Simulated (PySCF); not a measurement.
Sn(H)(F)2(OMe) (CH4F2OSn), SMILES C[O][SnH]([F])[F].

The structure is a stationary point at B3LYP-D3(BJ)/def2-SVP. The def2 effective core potentials stand for the cores of Sn; spin–orbit coupling is left out. The values are those of a single conformer.

These are PySCF 2.14.0 with IEF-PCM-M06-2X/def2-SVP values and carry that method's errors.

The values are the electrostatic part of the solvation free energy, E(continuum) − E(gas) at the gas-phase geometry, in a cavity of scaled van der Waals radii (PySCF's table); cavitation and dispersion terms are not included. A continuum can't describe solvent molecules that bind to the metal. In vacuum the orbital gap is 9.51 eV. The dipole moment in vacuum is 2.08 D.

Computed values in water (ε = 78.36), dimethylsulfoxide (ε = 46.83), tetrahydrofuran (ε = 7.43):
```json
[
 {"solvent": "water", "ε": "78.36", "ΔG(elec) (kcal/mol)": "-7.9", "dipole (D)": "2.50", "gap (eV)": "9.58"},
 {"solvent": "dimethylsulfoxide", "ε": "46.83", "ΔG(elec) (kcal/mol)": "-7.8", "dipole (D)": "2.50", "gap (eV)": "9.58"},
 {"solvent": "tetrahydrofuran", "ε": "7.43", "ΔG(elec) (kcal/mol)": "-6.5", "dipole (D)": "2.42", "gap (eV)": "9.56"}
]
```
